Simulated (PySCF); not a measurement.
Job file and geometry (Å, from GFN2-xTB) of an NMR shielding run on SMILES CCB1O[C@@H](OC)CS1, C₅H₁₁BO₂S, PySCF, GIAO PBE0/pcSseg-1 NMR shielding, non-relativistic, gas phase; density fitting, a coarse starting grid and PySCF grid level 2 are the driver's defaults:

```
$ OMP_NUM_THREADS=1 python probes_run.py task.json out

{"job": {"kind": "nmr", "xc": "PBE0", "basis": "pcSseg-1"}, "charge": 0, "multiplicity": 1}
C     -3.107343     0.575677    -0.004158
C     -2.196651    -0.313223    -0.860644
B     -0.795243    -0.600398    -0.180328
O      0.372823    -0.377578    -0.807625
C      1.553376    -0.572573    -0.068753
O      2.134413     0.647074     0.262882
C      2.558641     1.411920    -0.847513
C      1.247372    -1.309259     1.242648
S     -0.561705    -1.295617     1.471664
H     -3.263040     0.124274     0.972720
H     -2.657611     1.554988     0.140730
H     -4.073263     0.709070    -0.485755
H     -2.056020     0.151861    -1.837862
H     -2.715611    -1.259204    -1.034732
H      2.236322    -1.155526    -0.716323
H      3.034224     2.298309    -0.434848
H      1.710882     1.699700    -1.475250
H      3.279069     0.848486    -1.451513
H      1.713422    -0.782283     2.072754
H      1.580794    -2.345017     1.219478
```

Task: What does the program print?

Result: 
```
coarse grid: 17136 points
cycle   1  E = -769.8961152519  dE =  1.239e+00  |g| = 7.905e-01  |ddm| = 3.908e+00
cycle   2  E = -769.7877047172  dE =  1.084e-01  |g| = 1.120e+00  |ddm| = 1.352e+00
cycle   3  E = -770.0141643408  dE = -2.265e-01  |g| = 1.032e-01  |ddm| = 8.432e-01
cycle   4  E = -770.0160465550  dE = -1.882e-03  |g| = 4.579e-02  |ddm| = 1.192e-01
cycle   5  E = -770.0164798540  dE = -4.333e-04  |g| = 1.337e-02  |ddm| = 4.267e-02
cycle   6  E = -770.0165092817  dE = -2.943e-05  |g| = 4.674e-03  |ddm| = 1.182e-02
cycle   7  E = -770.0165130548  dE = -3.773e-06  |g| = 8.308e-04  |ddm| = 3.455e-03
final grid: 160504 points
cycle   8  E = -770.0924768594  dE = -3.996e-05  |g| = 1.493e-02  |ddm| = 3.081e-02
cycle   9  E = -770.0924405950  dE =  3.626e-05  |g| = 2.047e-02  |ddm| = 2.263e-02
cycle  10  E = -770.0925213906  dE = -8.080e-05  |g| = 1.429e-03  |ddm| = 1.317e-02
cycle  11  E = -770.0925218126  dE = -4.220e-07  |g| = 1.964e-04  |ddm| = 1.283e-03
cycle  12  E = -770.0925218208  dE = -8.237e-09  |g| = 8.279e-05  |ddm| = 2.892e-04
cycle  13  E = -770.0925218224  dE = -1.547e-09  |g| = 3.443e-05  |ddm| = 1.079e-04
cycle  14  E = -770.0925218226  dE = -2.326e-10  |g| = 8.411e-06  |ddm| = 2.915e-05
converged SCF energy = -770.0925218226

GIAO shielding tensors (ppm)
atom      isotropic    diamagn.    paramagn.     s11        s22        s33       span
  0 C      174.211     246.305     -72.094    164.072    173.714    184.846     20.773
  1 C      174.277     251.714     -77.437    161.313    178.234    183.284     21.971
  2 B       50.144     194.240    -144.096      8.334     63.225     78.872     70.539
  3 O      111.087     397.557    -286.469      2.892    105.607    224.763    221.872
  4 C       74.299     242.030    -167.731     44.240     77.055    101.601     57.360
  5 O      245.553     398.275    -152.722    175.042    249.994    311.622    136.580
  6 C      129.017     244.672    -115.655     96.208    108.213    182.631     86.422
  7 C      144.350     253.509    -109.159    111.331    149.364    172.355     61.024
  8 S      532.573    1059.673    -527.100    390.046    485.218    722.454    332.408
  9 H       30.648      29.825       0.822     25.555     30.790     35.598     10.042
 10 H       30.790      30.767       0.023     26.372     29.369     36.628     10.256
 11 H       30.473      27.135       3.337     25.538     27.619     38.261     12.723
 12 H       30.480      32.325      -1.845     25.699     29.768     35.972     10.273
 13 H       30.641      30.378       0.263     26.655     28.596     36.673     10.018
 14 H       26.005      30.412      -4.407     23.972     24.233     29.809      5.837
 15 H       27.967      28.232      -0.264     23.951     25.566     34.384     10.433
 16 H       27.705      30.624      -2.919     22.747     27.032     33.334     10.587
 17 H       28.508      27.965       0.543     24.702     26.038     34.783     10.080
 18 H       28.479      31.265      -2.787     23.380     27.396     34.661     11.281
 19 H       28.379      30.358      -1.979     22.532     26.990     35.614     13.082
```

Size and cost of the density-fitted run: 215 basis functions, 67 s wall time on 1 thread of an Arm Neoverse N1, shared host; peak memory 1 GiB.
